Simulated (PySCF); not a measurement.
# Co¹³⁺ (cobalt, charge +13): UHF calculation

Configuration: [Ne] 3s2 3p2, high-spin 3P determinant. Computed with PySCF 2.14 in an even-tempered Gaussian basis (22 s from 0.81 bohr⁻², ratio 2.2; 14 p from 1.1 bohr⁻², ratio 2.2; 5 d from 5.6 bohr⁻², ratio 2.4; 5 f from 8.5 bohr⁻², ratio 2.4; 4 g from 13 bohr⁻², ratio 2.4), with scalar relativity by spin-free X2C-1e.

* Total energy: -1316.909198 hartree
* One-electron energy: -1601.4573 hartree
* Hartree (Coulomb) energy: 331.8760 hartree
* Exchange energy: -47.3279 hartree
* ⟨S²⟩: 2.0029
* ⟨L²⟩: 2.008
* Sum of ⟨r⟩: 4.611 bohr
* Sum of ⟨r²⟩: 2.545 bohr²
* Traceless quadrupole moment −½Σ⟨3z² − r²⟩ along its main axis: 0.202 e·bohr²

```
shell  electrons  mean orbital energy (eV)  spread (eV)  rms radius, mean of both spins (bohr)
 1s α          1                   -8184.3            0                                 0.0648
 1s β          1                   -8181.0            0                                 0.0648
 2s α          1                   -1360.1            0                                  0.273
 2s β          1                   -1357.8            0                                  0.273
 2p α          3                   -1219.6        2.151                                  0.245
 2p β          3                   -1215.2        2.673                                  0.245
 3s α          1                   -451.92            0                                  0.712
 3s β          1                   -435.53            0                                  0.712
 3p α          2                   -408.48            0                                  0.712
```

Densities and radii are taken from the X2C orbitals without a picture-change correction, which distorts them close to the nucleus.

Spin-orbit constants ζ (cm⁻¹) from the X2C one-electron operator on these orbitals: bare nucleus, nucleus screened by l(l+1)(2l+1)/3 electrons, and screened by the Breit-Pauli mean field of the electrons.

```tsv
shell	bare	screened nucleus	mean field
2p	85750	79400	76620
3p	15870	14700	14160
```

To first order the Landé constant is A = 7079 cm⁻¹, so the lowest level has J = 0 and lies 1.76 eV below the centre of the term. This holds in LS coupling only.
